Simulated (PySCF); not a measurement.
**Hg₂Se: bending curve**

Computed with PBE0 in PySCF with Se def2-TZVP, Hg def2-TZVP with ECP60; scalar-relativistic core potentials, no spin–orbit coupling; density-fitted integrals.

Rigid scan from the singlet minimum (Se–Hg 2.537 Å (×2); Hg–Se–Hg 180.0°). Coordinate: the Hg–Se–Hg angle, bonds fixed. Energies in kJ/mol from the minimum.

Q: Predict the curve at 80, 90, 100, 110, 120, 130, 140, 150, 160, 170, 180.

A: 
```tsv
bond angle (°)	E (kJ/mol)	dipole size (D)
80	89.1	2.04
90	79.1	2.29
100	65.9	2.55
110	51.6	2.71
120	38.2	2.72
130	26.5	2.58
140	16.8	2.28
150	9.3	1.84
160	4.1	1.29
170	1.0	0.66
180	0.0	0.00
```

Spin–orbit coupling, left out here, can matter for elements this heavy.

Other isomers or separated fragments may lie lower.
